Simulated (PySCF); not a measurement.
Compound: C6H6ClP.
InChI=1S/C6H6ClP/c1-5-4-8-3-2-6(5)7/h2-4H,1H3

The calculation used TDDFT wB97X-D/def2-SVPD, vertical, gas phase, core orbitals frozen in the response (PySCF 2.14.0, density-fitted response routines). Geometry: GFN2-xTB; no solvent, vibrations or thermal averaging.

Question: List the vertical singlet excitations with oscillator strengths and describe the spectrum.

Answer: 

```json
{"state": "S1", "E (eV)": "4.77", "λ (nm)": "260.1", "ν̃ (cm⁻¹)": "38450", "f": "0.012", "symmetry": "A′", "main configurations (H = HOMO, L = LUMO)": "H→L+1 (53%), H-1→L (38%)"}
{"state": "S2", "E (eV)": "5.01", "λ (nm)": "247.4", "ν̃ (cm⁻¹)": "40420", "f": "0.203", "symmetry": "A′", "main configurations (H = HOMO, L = LUMO)": "H→L (85%)"}
{"state": "S3", "E (eV)": "5.14", "λ (nm)": "241.0", "ν̃ (cm⁻¹)": "41490", "f": "0.018", "symmetry": "A″", "main configurations (H = HOMO, L = LUMO)": "H-2→L (98%)"}
{"state": "S4", "E (eV)": "5.82", "λ (nm)": "213.2", "ν̃ (cm⁻¹)": "46910", "f": "0.0001", "symmetry": "–", "main configurations (H = HOMO, L = LUMO)": "H-2→L+1 (98%)"}
{"state": "S5", "E (eV)": "5.98", "λ (nm)": "207.4", "ν̃ (cm⁻¹)": "48210", "f": "0.268", "symmetry": "A′", "main configurations (H = HOMO, L = LUMO)": "H-1→L (55%), H→L+1 (38%)"}
{"state": "S6", "E (eV)": "6.38", "λ (nm)": "194.4", "ν̃ (cm⁻¹)": "51440", "f": "0.0001", "symmetry": "–", "main configurations (H = HOMO, L = LUMO)": "H-3→L (56%), H-5→L (41%)"}
{"state": "S7", "E (eV)": "6.60", "λ (nm)": "187.8", "ν̃ (cm⁻¹)": "53240", "f": "0.0003", "symmetry": "–", "main configurations (H = HOMO, L = LUMO)": "H→L+2 (78%)"}
{"state": "S8", "E (eV)": "6.65", "λ (nm)": "186.4", "ν̃ (cm⁻¹)": "53640", "f": "0.560", "symmetry": "A′", "main configurations (H = HOMO, L = LUMO)": "H-1→L+1 (90%)"}
```

Triplets, Tamm–Dancoff:

```csv
state,E (eV),λ (nm),"main configurations (H = HOMO, L = LUMO)"
T1,3.18,389.6,H→L (91%)
T2,4.20,295.0,"H→L+1 (68%), H-1→L (30%)"
T3,4.25,291.6,H-2→L (96%)
```

The lowest singlet lies at 4.77 eV (260 nm, ultraviolet) and is weak; its leading configuration is HOMO→LUMO+1 (53%). The most intense listed level is S8 at 6.65 eV (186 nm, f = 0.560), 1.88 eV above S1. It is the last of those listed, so stronger ones may follow. Löwdin shares by element: HOMO carbon 31% or more, phosphorus 25%, chlorine 17% (atoms not listed hold the other 27%); LUMO carbon 46% or more, phosphorus 34% (atoms not listed hold the other 20%). Of the 8 states listed, 5 reach f = 0.01 and 3 stay under 0.0005. Orbital energies (eV): HOMO-3 -10.99, HOMO-2 -9.81, HOMO-1 -9.66, HOMO -8.70, LUMO -0.03, LUMO+1 0.73, LUMO+2 2.14. The listed states span 1.88 eV, and the widest gap between neighbours is 0.67 eV (S3 to S4). Symmetry labels in Cs follow from the direction of the transition dipole and are given only for states with f of 0.002 or more. Singlets were solved by full linear response, triplets in the Tamm–Dancoff approximation.
